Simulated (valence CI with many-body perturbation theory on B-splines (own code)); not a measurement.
# Ca⁷⁺: electric-dipole lines

Computed by relativistic CI+MBPT: three valence electrons over a frozen Dirac-Fock core [Ne], a basis of 11 s, 11 p, 9 d, 7 f, 5 g, 2 h, 1 i functions for each j, with the one-electron correlation potential Σ1 (screened to all orders), the two-electron term Σ2, the three-electron term Σ3, Breit, model QED; selected single and double excitations, second order for the rest, scaled by the run's own slope (own B-spline code, finite nucleus).

No measured levels were compared; by estimate levels hold to about 100 cm⁻¹ or 0.05 % of their energy and the worst to 300 or 400 cm⁻¹, as in measured light ions of charge 2 to 7.

Lines 101 to 150 of 274 in falling wavelength, among levels below 79.929 eV, chosen from the strongest by gf and those to the six lowest levels. Wavelengths and rates use the calculated energies, so an error of 200 cm⁻¹ moves a line at 47.79 nm by 0.096 % and its rate by three times that or more. Electric multipoles are in the length gauge, E1 and E2 with the static RPA response of the core. Weak lines are less certain than strong ones. Lines between different terms over intervals too small for the method are left out, as are lines whose strength nearly cancels. Where a level lies close to another of its J and parity, the split of strength between their lines is uncertain. The highest levels of a list are the least certain.

Names give the largest LS component (configuration and term), which can be under half, so a name can repeat, a term be missing and a line seem to break the LS rules; names also repeat where a configuration has a term twice. Letters in brackets count levels of one name in rising energy.

```
λ vac (nm)                 Upper                 Lower   A (s⁻¹)  S (a.u.)
     47.79         3p2.3d 4P_5/2      3s.3p.3d 4P°_3/2  1.10e+09  3.55e-01
     47.65         3p2.3d 4D_1/2           3p3 2P°_3/2  1.31e+09  1.40e-01
     47.62         3p2.3d 4D_1/2      3s.3p.3d 4F°_3/2  2.24e+09  2.38e-01
     47.62         3p2.3d 4P_3/2      3s.3p.3d 4P°_3/2  1.58e+09  3.36e-01
     47.55         3p2.3d 4P_5/2      3s.3p.3d 4P°_5/2  2.53e+09  8.06e-01
     47.08           3p3 4S°_3/2         3s.3p2 4P_5/2  8.38e+09  1.73e+00
     47.07         3s.3p2 2S_1/2        3s2.3p 2P°_3/2  2.81e+09  2.89e-01
     46.56           3p3 4S°_3/2         3s.3p2 4P_3/2  5.78e+09  1.15e+00
     46.22           3p3 4S°_3/2         3s.3p2 4P_1/2  2.96e+09  5.78e-01
     46.18     3p2.3d 2P_1/2 [b]  3s.3p.3d 2D°_3/2 [a]  1.75e+09  1.70e-01
     46.13         3s.3p2 2S_1/2        3s2.3p 2P°_1/2  4.08e+09  3.95e-01
     46.00     3p2.3d 2P_3/2 [b]  3s.3p.3d 2D°_5/2 [a]  1.88e+09  3.62e-01
     45.51  3s.3p.3d 2P°_1/2 [b]         3s2.3d 2D_3/2  1.37e+10  1.28e+00
     45.51  3s.3p.3d 2P°_3/2 [b]         3s2.3d 2D_5/2  1.34e+10  2.49e+00
     45.29     3p2.3d 2D_3/2 [b]  3s.3p.3d 2D°_3/2 [a]  2.66e+09  4.88e-01
     44.67  3s.3p.3d 2D°_3/2 [b]         3s2.3d 2D_3/2  9.55e+09  1.68e+00
     44.60  3s.3p.3d 2D°_5/2 [b]         3s2.3d 2D_5/2  9.01e+09  2.37e+00
     44.55  3s.3p.3d 2D°_5/2 [b]         3s2.3d 2D_3/2  4.84e+08  1.27e-01
     44.07         3s.3p2 2P_1/2        3s2.3p 2P°_3/2  8.02e+09  6.77e-01
     43.58         3p2.3d 2F_5/2           3p3 2D°_3/2  1.28e+09  3.15e-01
     43.57         3s.3p2 2P_3/2        3s2.3p 2P°_3/2  1.62e+10  2.64e+00
     43.35         3p2.3d 2F_7/2           3p3 2D°_5/2  1.53e+09  4.92e-01
     43.25         3s.3p2 2P_1/2        3s2.3p 2P°_1/2  1.11e+10  8.83e-01
     42.77         3s.3p2 2P_3/2        3s2.3p 2P°_1/2  3.44e+09  5.31e-01
     42.23         3p2.3d 2D_5/2           3p3 2P°_3/2  2.26e+09  5.05e-01
     42.15      3s.3p.3d 4P°_5/2         3s.3p2 2D_3/2  4.15e+06  9.20e-04
     42.09     3p2.3d 2D_3/2 [a]           3p3 2P°_1/2  2.40e+09  3.53e-01
     41.97      3s.3p.3d 4P°_3/2         3s.3p2 2D_3/2  4.04e+07  5.90e-03
     41.80      3s.3p.3d 4P°_1/2         3s.3p2 2D_3/2  1.08e+06  7.80e-05
     41.52      3s.3p.3d 4D°_1/2         3s.3p2 2D_3/2  2.50e+06  1.77e-04
     41.43      3s.3p.3d 4D°_3/2         3s.3p2 2D_3/2  7.06e+06  9.91e-04
     41.36      3s.3p.3d 4D°_5/2         3s.3p2 2D_3/2  1.24e+06  2.59e-04
     41.06      3s.3p.3d 4F°_3/2         3s.3p2 4P_5/2  1.77e+06  2.43e-04
     41.04           3p3 2P°_3/2         3s.3p2 4P_5/2  2.20e+07  3.00e-03
     40.91      3s.3p.3d 4F°_5/2         3s.3p2 4P_5/2  5.80e+06  1.18e-03
     40.70      3s.3p.3d 4F°_7/2         3s.3p2 4P_5/2  2.06e+07  5.48e-03
     40.67           3p3 2P°_1/2         3s.3p2 4P_3/2  1.89e+06  1.25e-04
     40.67      3s.3p.3d 4F°_3/2         3s.3p2 4P_3/2  2.12e+07  2.82e-03
     40.66     3p2.3d 2P_3/2 [a]           3p3 2D°_5/2  8.13e+09  1.08e+00
     40.64           3p3 2P°_3/2         3s.3p2 4P_3/2  2.53e+07  3.35e-03
     40.58     3p2.3d 2P_3/2 [a]           3p3 2D°_3/2  1.24e+09  1.64e-01
     40.52      3s.3p.3d 4F°_5/2         3s.3p2 4P_3/2  1.27e+07  2.51e-03
     40.41           3p3 2P°_1/2         3s.3p2 4P_1/2  1.26e+06  8.18e-05
     40.41      3s.3p.3d 4F°_3/2         3s.3p2 4P_1/2  2.56e+04  3.33e-06
     40.38           3p3 2P°_3/2         3s.3p2 4P_1/2  1.85e+07  2.41e-03
     40.26     3p2.3d 2P_1/2 [a]           3p3 2D°_3/2  5.72e+09  3.69e-01
     39.95  3s.3p.3d 2P°_3/2 [a]         3s.3p2 2P_3/2  6.12e+09  7.70e-01
     39.77         3p2.3d 4D_1/2           3p3 2D°_3/2  4.24e+09  2.63e-01
     39.74  3s.3p.3d 2P°_1/2 [a]         3s.3p2 2P_3/2  2.39e+09  1.48e-01
     39.72  3s.3p.3d 2D°_5/2 [a]         3s.3p2 2D_5/2  1.66e+10  3.07e+00
```
